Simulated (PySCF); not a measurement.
Species: C5H6F2O3.
Atom-mapped SMILES: `[CH2:1]=[CH:2][O:3][C:4](=[O:5])[CH2:6][O:7][CH:8]([F:9])[F:10]` (hydrogens: H11, H12 on C1; H13 on C2; H14, H15 on C6; H16 on C8)

All values: PBE0/def2-SVPD (PySCF, non-relativistic), on one gas-phase PBE0-D3(BJ)/def2-SVP geometry that isn't relaxed in the solvent. The solvent is an IEF-PCM continuum (Bondi radii, 1.10 Å for H, scaled by 1.2), and excitations are vertical TDDFT with non-equilibrium linear response and a frozen core. Only the electrostatic response of the medium enters.

Gas-phase singlets (H = HOMO, L = LUMO):

```
state  E (eV)  λ (nm)      f  leading configurations
   S1   5.761     215  0.001               H-1→L 84%
   S2   6.123     202  0.325                 H→L 94%
   S3   7.187     173  0.032     H→L+2 90%, H→L+3 9%
   S4   7.343     169  0.003    H-2→L 78%, H-1→L 11%
   S5   7.529     165  0.219               H→L+1 86%
```

Problem. Give the list for dichloromethane (ε = 8.93), n² = 2.03.

Solution. 
| state | E (eV) | λ (nm) | f | leading configurations | change by rank (eV) |
| --- | --- | --- | --- | --- | --- |
| S1 | 5.856 | 212 | 0.003 | H-1→L 85% | +0.095 |
| S2 | 5.989 | 207 | 0.401 | H→L 96% | -0.134 |
| S3 | 7.187 | 173 | 0.045 | H→L+2 84%, H→L+3 13% | 0.000 |
| S4 | 7.429 | 167 | 0.196 | H→L+1 79%, H-2→L 10% | +0.086 |
| S5 | 7.498 | 165 | 0.039 | H-2→L 70%, H→L+1 10% | -0.031 |

Problem. How does the list change in acetonitrile (ε = 35.69)?

Solution. 
| state | E (eV) | λ (nm) | f | leading configurations | change by rank (eV) |
| --- | --- | --- | --- | --- | --- |
| S1 | 5.872 | 211 | 0.003 | H-1→L 85% | +0.111 |
| S2 | 6.003 | 207 | 0.390 | H→L 95% | -0.120 |
| S3 | 7.195 | 172 | 0.045 | H→L+2 82%, H→L+3 14% | +0.008 |
| S4 | 7.448 | 166 | 0.198 | H→L+1 78%, H-2→L 9% | +0.105 |
| S5 | 7.520 | 165 | 0.037 | H-2→L 70%, H→L+1 10% | -0.009 |

Problem. The ground-state energy changes by -0.293 eV from gas to acetonitrile. By how much does the total energy of gas-phase S1 change?

Solution. E(S1) = E(S0) + excitation energy, so it changes by -0.293 + 0.111 = -0.182 eV: it is lowered less than the ground state, which is what a blue shift means. This is the vertical state, with the slow part of the continuum still set for S0.

Problem. How do the frontier levels move from gas to acetonitrile?

Solution. 
```json
{"orbital": "LUMO+2", "gas (eV)": "0.44", "solvent (eV)": "0.71", "change (eV)": "+0.27", "Löwdin shares, gas": "C4 18 %, C6 14 %, C2 10 %, H14 9 %", "Löwdin shares, solvent": "C4 18 %, C6 12 %, C2 10 %, O5 10 %"}
{"orbital": "LUMO+1", "gas (eV)": "0.31", "solvent (eV)": "0.60", "change (eV)": "+0.29", "Löwdin shares, gas": "C2 26 %, C1 20 %, O3 14 %, O5 11 %", "Löwdin shares, solvent": "C2 27 %, C1 20 %, O3 14 %, O5 10 %"}
{"orbital": "LUMO", "gas (eV)": "-1.02", "solvent (eV)": "-0.77", "change (eV)": "+0.25", "Löwdin shares, gas": "C4 28 %, O5 21 %, C1 16 %, C2 12 %", "Löwdin shares, solvent": "C4 29 %, O5 21 %, C1 15 %, C2 11 %"}
{"orbital": "HOMO", "gas (eV)": "-7.85", "solvent (eV)": "-7.58", "change (eV)": "+0.27", "Löwdin shares, gas": "C1 37 %, C2 28 %, O3 18 %, O5 5 %", "Löwdin shares, solvent": "C1 37 %, C2 29 %, O3 18 %, O5 4 %"}
{"orbital": "HOMO-1", "gas (eV)": "-8.72", "solvent (eV)": "-8.60", "change (eV)": "+0.12", "Löwdin shares, gas": "O5 41 %, O7 17 %, C6 11 %, C4 9 %", "Löwdin shares, solvent": "O5 42 %, O7 16 %, C6 11 %, C4 9 %"}
{"orbital": "HOMO-2", "gas (eV)": "-9.82", "solvent (eV)": "-9.75", "change (eV)": "+0.07", "Löwdin shares, gas": "O7 48 %, O5 24 %, C6 5 %, O3 5 %", "Löwdin shares, solvent": "O7 47 %, O5 23 %, C6 6 %, O3 5 %"}
{"orbital": "HOMO-3", "gas (eV)": "-10.34", "solvent (eV)": "-10.24", "change (eV)": "+0.10", "Löwdin shares, gas": "O7 29 %, O5 14 %, C6 11 %, F9 10 %", "Löwdin shares, solvent": "O7 26 %, O5 17 %, C6 13 %, C8 8 %"}
```

The HOMO–LUMO gap goes from 6.83 to 6.81 eV.

Cost: about 2.3 min of CPU time on one thread; the machine was shared, so the figure is rough. This is the whole response run at PBE0/def2-SVPD in acetonitrile, SCF included.
